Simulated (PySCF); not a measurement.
Record of a relaxation.

Species: CH5B2Cl.
Atom-mapped SMILES: `[BH2:1][CH2:2][BH:3][Cl:4]` (hydrogens: H5, H6 on B1; H7, H8 on C2; H9 on B3)

Method: PBE0-D3(BJ)/def2-SVP geometry optimisation, gas phase (PySCF); density fitting, grid level 1; the optimiser is geomeTRIC in internal coordinates, started from a GFN2-xTB structure with every atom displaced at random (about 0.01 Å). The frame can shift and turn from step to step; on so coarse a grid that alone can change the energy by a few meV, and forces under 0.02 eV/Å are noise.

Step 0: E = -14981.0994 eV, largest atomic force 1.077 eV/Å
```
atom  x, y, z in Å  |  force x, y, z in eV/Å
B1     -1.197    0.490   -0.053   -0.020   0.080  -0.432
C2     -0.140   -0.615   -0.236    0.538   0.410  -0.361
B3      1.196   -0.043    0.342   -0.384  -0.386   0.381
Cl4     2.354    0.755   -0.663    0.354   0.286  -0.384
H5     -1.444    1.252   -0.942   -0.011   0.212  -0.269
H6     -1.780    0.635    0.960   -0.319   0.050   0.745
H7     -0.008   -0.880   -1.283    0.096   0.059  -0.494
H8     -0.401   -1.489    0.331   -0.214  -0.726   0.766
H9      1.479   -0.120    1.510   -0.042   0.015   0.048
```

Step 1: E = -14981.1541 eV, largest atomic force 0.235 eV/Å
```
atom  x, y, z in Å  |  force x, y, z in eV/Å
B1     -0.852    0.561    0.092    0.029   0.020   0.061
C2      0.249   -0.531   -0.076   -0.078  -0.159  -0.034
B3      1.535    0.062    0.568    0.132   0.134  -0.141
Cl4     2.744    0.872   -0.427   -0.109  -0.090   0.115
H5     -1.110    1.315   -0.816   -0.022  -0.002  -0.040
H6     -1.429    0.708    1.145    0.011  -0.024   0.009
H7      0.417   -0.780   -1.134    0.022   0.014   0.017
H8     -0.019   -1.419    0.529    0.009   0.115  -0.031
H9      1.751    0.042    1.751    0.006  -0.008   0.043
```

Step 2: E = -14981.1560 eV, largest atomic force 0.083 eV/Å
```
atom  x, y, z in Å  |  force x, y, z in eV/Å
B1     -0.852    0.562    0.092   -0.014   0.004   0.019
C2      0.249   -0.529   -0.082    0.005  -0.009  -0.083
B3      1.535    0.068    0.561    0.071   0.028   0.027
Cl4     2.761    0.866   -0.413   -0.070  -0.044   0.012
H5     -1.128    1.309   -0.818   -0.003  -0.012  -0.009
H6     -1.419    0.704    1.151    0.016   0.000   0.009
H7      0.416   -0.783   -1.138    0.008   0.009   0.003
H8     -0.019   -1.409    0.531    0.003   0.023   0.009
H9      1.743    0.045    1.748   -0.018   0.002   0.013
```

Step 3: E = -14981.1568 eV, largest atomic force 0.101 eV/Å
```
atom  x, y, z in Å  |  force x, y, z in eV/Å
B1     -0.850    0.562    0.091   -0.032  -0.019  -0.014
C2      0.252   -0.526   -0.089    0.022   0.085  -0.033
B3      1.534    0.070    0.567   -0.045  -0.057   0.046
Cl4     2.755    0.851   -0.414    0.082   0.047  -0.034
H5     -1.141    1.303   -0.820    0.004  -0.017   0.017
H6     -1.407    0.699    1.156    0.016   0.023   0.006
H7      0.426   -0.780   -1.144    0.004   0.004   0.007
H8     -0.018   -1.400    0.526   -0.026  -0.078   0.037
H9      1.734    0.052    1.757   -0.025   0.012  -0.034
```

Step 4: E = -14981.1577 eV, largest atomic force 0.078 eV/Å
```
atom  x, y, z in Å  |  force x, y, z in eV/Å
B1     -0.851    0.560    0.091   -0.003  -0.007  -0.002
C2      0.252   -0.527   -0.092    0.028   0.056  -0.025
B3      1.533    0.071    0.565   -0.048  -0.037   0.049
Cl4     2.764    0.852   -0.406    0.045   0.020  -0.030
H5     -1.148    1.297   -0.820   -0.011  -0.011   0.005
H6     -1.397    0.704    1.161    0.010   0.014   0.001
H7      0.426   -0.781   -1.147   -0.003   0.000   0.001
H8     -0.017   -1.400    0.525   -0.007  -0.043   0.010
H9      1.723    0.057    1.756   -0.010   0.009  -0.011
```

Step 5: E = -14981.1591 eV, largest atomic force 0.062 eV/Å
```
atom  x, y, z in Å  |  force x, y, z in eV/Å
B1     -0.853    0.555    0.089    0.020  -0.007   0.025
C2      0.256   -0.524   -0.104    0.032   0.025  -0.009
B3      1.530    0.075    0.565   -0.045  -0.025   0.035
Cl4     2.787    0.841   -0.387    0.000  -0.010  -0.014
H5     -1.179    1.278   -0.823   -0.018  -0.009  -0.016
H6     -1.368    0.713    1.172   -0.002   0.009  -0.002
H7      0.431   -0.781   -1.157   -0.009  -0.005  -0.007
H8     -0.012   -1.399    0.518    0.011   0.008  -0.030
H9      1.693    0.072    1.759    0.011   0.013   0.018
```

Step 6: E = -14981.1610 eV, largest atomic force 0.101 eV/Å
```
atom  x, y, z in Å  |  force x, y, z in eV/Å
B1     -0.857    0.545    0.087    0.055  -0.005   0.013
C2      0.267   -0.512   -0.134    0.057  -0.002   0.065
B3      1.522    0.085    0.571   -0.038  -0.019   0.000
Cl4     2.842    0.804   -0.336   -0.055  -0.039   0.005
H5     -1.261    1.219   -0.830   -0.044   0.008  -0.026
H6     -1.299    0.738    1.196   -0.016  -0.006  -0.013
H7      0.448   -0.771   -1.185   -0.023  -0.010  -0.016
H8      0.003   -1.390    0.492    0.029   0.058  -0.078
H9      1.620    0.113    1.770    0.037   0.016   0.051
```

Step 7: E = -14981.1623 eV, largest atomic force 0.093 eV/Å
```
atom  x, y, z in Å  |  force x, y, z in eV/Å
B1     -0.859    0.541    0.082    0.026  -0.011   0.024
C2      0.275   -0.503   -0.145    0.042  -0.001   0.062
B3      1.520    0.089    0.579   -0.003  -0.003  -0.026
Cl4     2.866    0.781   -0.311   -0.060  -0.036   0.016
H5     -1.305    1.190   -0.833   -0.021  -0.003  -0.029
H6     -1.276    0.745    1.199   -0.018  -0.005  -0.004
H7      0.459   -0.761   -1.195   -0.011  -0.010  -0.016
H8      0.010   -1.384    0.476    0.014   0.061  -0.069
H9      1.595    0.133    1.780    0.030   0.009   0.042
```

Step 8: E = -14981.1641 eV, largest atomic force 0.057 eV/Å
```
atom  x, y, z in Å  |  force x, y, z in eV/Å
B1     -0.866    0.535    0.078   -0.026  -0.014  -0.016
C2      0.287   -0.486   -0.151    0.009   0.006   0.035
B3      1.522    0.095    0.594    0.044   0.001  -0.036
Cl4     2.887    0.757   -0.289   -0.021  -0.005   0.022
H5     -1.347    1.151   -0.845   -0.001   0.001   0.002
H6     -1.279    0.747    1.195    0.001  -0.005   0.001
H7      0.476   -0.737   -1.202    0.009   0.004  -0.001
H8      0.019   -1.376    0.454   -0.014   0.014  -0.006
H9      1.588    0.147    1.797   -0.002  -0.002  -0.001
```

Step 9: E = -14981.1644 eV, largest atomic force 0.028 eV/Å
```
atom  x, y, z in Å  |  force x, y, z in eV/Å
B1     -0.871    0.532    0.074   -0.024  -0.009  -0.006
C2      0.292   -0.481   -0.152    0.005   0.027   0.005
B3      1.525    0.097    0.599    0.020  -0.003  -0.012
Cl4     2.894    0.753   -0.280    0.006   0.008   0.005
H5     -1.361    1.140   -0.849    0.009  -0.006   0.002
H6     -1.285    0.741    1.191    0.001  -0.003   0.003
H7      0.484   -0.730   -1.202    0.009   0.001  -0.001
H8      0.020   -1.372    0.449   -0.017  -0.011   0.011
H9      1.587    0.150    1.802   -0.008  -0.004  -0.008
```

Step 10: E = -14981.1646 eV, largest atomic force 0.028 eV/Å
```
atom  x, y, z in Å  |  force x, y, z in eV/Å
B1     -0.878    0.524    0.068   -0.008  -0.001  -0.006
C2      0.300   -0.471   -0.155    0.006   0.025  -0.010
B3      1.528    0.103    0.605   -0.009  -0.007   0.012
Cl4     2.908    0.751   -0.260    0.018   0.015  -0.008
H5     -1.383    1.116   -0.858    0.004  -0.002   0.004
H6     -1.292    0.734    1.186    0.001  -0.004  -0.001
H7      0.499   -0.717   -1.205    0.002  -0.002   0.001
H8      0.025   -1.365    0.440   -0.007  -0.021   0.014
H9      1.579    0.156    1.809   -0.007  -0.003  -0.006
```

Step 11: E = -14981.1647 eV, largest atomic force under 0.02 eV/Å
```
atom  x, y, z in Å  |  force x, y, z in eV/Å
B1     -0.883    0.518    0.064    0.002   0.003   0.004
C2      0.305   -0.466   -0.156    0.000   0.003  -0.018
B3      1.529    0.108    0.610   -0.012   0.001   0.013
Cl4     2.914    0.759   -0.248    0.007   0.009  -0.003
H5     -1.393    1.102   -0.864    0.002  -0.002   0.000
H6     -1.299    0.725    1.181    0.000  -0.003  -0.001
H7      0.509   -0.710   -1.206    0.000  -0.002   0.001
H8      0.029   -1.363    0.436    0.003  -0.007   0.005
H9      1.574    0.159    1.814   -0.002  -0.002  -0.001
```

Problem. Summarise the path.

Solution. The energy falls by 0.0653 eV from step 0 to step 11; nine tenths of that is first reached at step 5. It falls at every step. The largest force goes from 1.077 to under 0.02 eV/Å. Among the bonds C2–H8 changes most, from 1.074 to 1.109 Å; the atoms move by 0.203 Å rms after alignment.

The cost below is that of the whole optimisation. The run took 25 s of wall time on an Arm Neoverse V1 with one thread, shared host, and the process peaked at 0.35 GiB of memory.
